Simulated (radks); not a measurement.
Numerical settings for neutral copper, [Ar] 3d10 4s1. Method: non-relativistic Kohn-Sham, PBE, spin-unpolarised, spherical densities, point nucleus; computed with a radial shooting solver on a logarithmic mesh with Libxc functionals. The defaults (mesh step 0.008 in ln r, mesh end at 40 bohr or more with all orbitals vanishing there, Anderson mixing 0.5 over 9 steps, residual threshold near 1e-9 with the energy settled to 1e-9 hartree or 1e-11 of itself, here a cap of 75 iterations) give E = -1640.2903 hartree and 4s at -4.438 eV in 17 iterations. Run on one thread of a shared host, so times are rough (Intel(R) Xeon(R) 6975P-C): 0.06 s of CPU time, 0.06 s wall, 17 iterations on 2669 mesh points. Changes against that run (0 stands for a change within the tolerance of the run):

setting,iterations,converged,E (mhartree),e(4s) (meV),CPU (s)
mesh step in ln r 0.12,2,no,diverged,-,0
mesh step in ln r 0.003,17,yes,0,0,0.16
mesh step in ln r 0.005,17,yes,0,0,0.1
mesh end (bohr) 2,14,level above zero,+5.22e+03,+8.19e+04,0.04
mesh end (bohr) 1,13,level above zero,+9.21e+04,+7.96e+05,0.04
residual threshold 1e-16,75,no,0,0,0.16
residual threshold 1e-05,13,yes,0,-0.018,0.05
mixing 1,14,yes,0,0,0.07
"linear mixing, mixing 0.8",75,no,+2.25e+04,-1.33e+05,0.64
"linear mixing, mixing 0.2",75,no,0,0,0.19
mixing history 2,26,yes,0,0,0.08
iteration cap 3,3,no,+40.1,-1.04e+03,0.02

Settled on a wrong energy, with an occupied level pushed above zero by the early mesh end: mesh end (bohr) 2 (+5.22 hartree); mesh end (bohr) 1 (+92.1 hartree). Apart from these: no run marked as converged misses the energy by more than 1 mhartree. A mesh that ends early acts as a hard wall.
